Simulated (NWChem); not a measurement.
Species: GeH4O3; SMILES [OH][GeH]([OH])[OH]

```xyz
8

Ge     0.0000     0.0000     0.4304
O      1.4511    -0.7848    -0.2068
O     -0.0459     1.6490    -0.2068
O     -1.4052    -0.8643    -0.2068
H      0.0000     0.0000     1.9554
H      1.2206    -1.5002    -0.8110
H      0.6889     1.8072    -0.8110
H     -1.9095    -0.3070    -0.8110
```
Atoms are numbered in this order, from 1.

Level: PBE0/def2-SVP (NWChem), optimised geometry, unscaled harmonic frequencies. 

```csv
frequency (cm⁻¹),IR intensity (km/mol)
85,63.2
85,63.2
241,16.8
241,16.8
267,49.4
307,170.0
716,41.3
718,95.5
718,95.5
750,49.1
750,49.1
873,1.6
902,190.3
902,190.3
2234,93.9
3896,85.3
3896,85.3
3898,107.0
```

* **zero-point energy**: 30.7 kcal/mol
* **thermal correction to the enthalpy at 298.15 K (with zero-point energy)**: 35.6 kcal/mol
* **heat capacity Cv**: 22.2 cal/(mol K)
* **entropy at 298.15 K and 1 atm (symmetry number 3)**: 79.6 cal/(mol K)
* **dipole moment**: 1.40 D

Rigid rotor and harmonic oscillator; modes under 100 cm⁻¹ make the entropy uncertain.
